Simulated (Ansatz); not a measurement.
Reaction (ligand exchange at the Si–N bond): `C[SiH2]N[SiH3]` + `[OH][Al]([OH])[SH]` → `[OH][Al]([SH])[O][SiH3]` + `C[SiH2]N`

Isolated molecules relaxed with PBE0-D4/def2-TZVP in Ansatz; ΔE leaves out vibrations. CCSD(T)/CBS adds triple-zeta CCSD(T) − MP2 to the extrapolated MP2 energy (def2 sets, frozen cores). This one scheme is used for every species. Functionals use def2-TZVPP. B3LYP here is the variant with VWN-RPA as its local correlation; programs differ in this. Each species was taken in one conformer, which may not be the lowest.

`C[SiH2]N[SiH3]`:

```xyz
13

C    -1.138    1.821    0.434
Si   -1.016    0.073   -0.206
N     0.592   -0.358   -0.675
Si    1.631   -1.543    0.025
H    -2.168    2.058    0.712
H    -0.504    1.959    1.313
H    -0.824    2.540   -0.327
H    -1.944   -0.069   -1.364
H    -1.414   -0.895    0.851
H     0.947    0.094   -1.506
H     1.178   -1.788    1.417
H     3.034   -1.048    0.030
H     1.625   -2.843   -0.704
```

`[OH][Al]([OH])[SH]`:

```xyz
7

O    -0.718    0.656    1.124
Al    0.087   -0.093   -0.159
O    -0.640   -0.925   -1.433
S     2.251    0.015   -0.183
H    -1.664    0.680    1.251
H    -1.577   -1.056   -1.561
H     2.261    0.723    0.960
```

`[OH][Al]([SH])[O][SiH3]`:

```xyz
10

O    -2.500    0.235   -0.296
Al   -1.111   -0.186    0.560
S    -1.237   -1.023    2.561
O     0.384    0.048   -0.148
Si    1.640    0.398   -1.119
H    -3.389    0.133    0.037
H     0.100   -1.123    2.660
H     1.842    1.869   -1.184
H     1.396   -0.119   -2.491
H     2.874   -0.233   -0.581
```

`C[SiH2]N`:

Cartesian coordinates in Å:
```
C -0.161 1.369 -0.240
Si -0.256 -0.322 0.557
N 0.521 -1.607 -0.283
H -0.684 2.111 0.371
H -0.623 1.364 -1.231
H 0.876 1.695 -0.352
H -1.690 -0.697 0.693
H 0.375 -0.242 1.903
H 0.118 -1.990 -1.122
H 1.524 -1.681 -0.295
```

| level | ΔE (kcal/mol) | difference from CCSD(T)/CBS |
| --- | --- | --- |
| revPBE-D4 | -10.6 | 2.3 |
| B3LYP-D4 | -13.4 | -0.5 |
| r2SCAN0-D4 | -13.5 | -0.6 |
| BHLYP-D4 | -14.6 | -1.7 |
| ωB97X-V | -13.1 | -0.2 |
| BLYP | -13.9 | -1.0 |
| r2SCAN | -13.3 | -0.4 |
| r2SCAN0 | -13.6 | -0.7 |
| HF/def2-QZVPP | -17.3 | -4.4 |
| MP2/CBS(def2) | -12.6 | 0.3 |
| CCSD(T)/CBS | -12.9 | 0 |

Largest T1 diagnostic among the species: 0.012.

From BLYP to BHLYP (50 % exact exchange), in def2-TZVPP and without D4, ΔE moves by −1.4 kcal/mol. In def2-TZVPP, CCSD(T) changes the Hartree–Fock value by +3.9 kcal/mol (the triples alone add +0.6 kcal/mol) and MP2 by +4.1 kcal/mol.
